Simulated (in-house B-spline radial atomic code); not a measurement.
How G0W0 and RPA depend on the start: Rb⁸⁺

Configuration [Ar] 3d10 4s1, highest spin. Computed with an all-electron radial atomic-structure program (B-spline basis): all electrons, scalar-relativistic (spin-free one-electron X2C), finite nucleus, each spin shell either full or empty, empty states to l = 9 with an (l + 1/2)⁻⁴ tail; G0W0 by contour deformation at full frequency.

| start | mean-field 4s up (eV) | G0W0 (eV) | QP weight | RPA correlation (Eh) |
| --- | --- | --- | --- | --- |
| Hartree-Fock | -149.62 | -151.38 | 0.987 | -2.0738 |
| LDA VWN5 | -144.37 | -151.96 | 0.979 | -2.2296 |
| PBE | -143.87 | -151.89 | 0.979 | -2.2262 |
| PBE0 | -145.48 | -151.74 | 0.982 | -2.1845 |
| r2SCAN | -144.15 | -151.80 | 0.980 | -2.1976 |
| HSE06 | -145.27 | ? | ? | ? |
| B3LYP (VWN-RPA) | -145.60 | -151.80 | 0.981 | -2.1942 |
| SCAN | -144.42 | -151.80 | 0.980 | -2.1962 |
| TPSS | -143.59 | -151.89 | 0.979 | -2.2179 |
| BHandHLYP | -147.33 | -151.63 | 0.984 | -2.1466 |
| CAM-B3LYP | -147.53 | -151.74 | 0.983 | -2.1826 |
| LC-wPBE | -149.02 | -151.74 | 0.985 | -2.1908 |
| wB97X | -147.94 | -151.64 | 0.985 | -2.1775 |
| PBEsol | -143.84 | -151.91 | 0.979 | -2.2272 |
| BLYP | -144.17 | -151.92 | 0.979 | -2.2277 |
| r2SCAN0 | -145.75 | ? | ? | ? |
| LDA exchange-only | -143.11 | -152.00 | 0.979 | -2.2296 |

Q: What G0W0 level, weight and RPA correlation energy follow from the r2SCAN0 start?

A: G0W0 level -151.68 eV, weight 0.982, RPA correlation -2.165 hartree.

Q: What G0W0 level, weight and RPA correlation energy follow from the HSE06 start?

A: G0W0 level -151.77 eV, weight 0.981, RPA correlation -2.1869 hartree.

Q: How much of the dependence on the start does G0W0 remove?

A: The mean-field levels span 6.51 eV and the G0W0 levels 0.619 eV. Against 150.628 ± 0.025 eV (NIST, measured) the G0W0 removal energies are off by +0.75 to +1.37 eV, with spin-orbit coupling, Breit and QED terms left out.
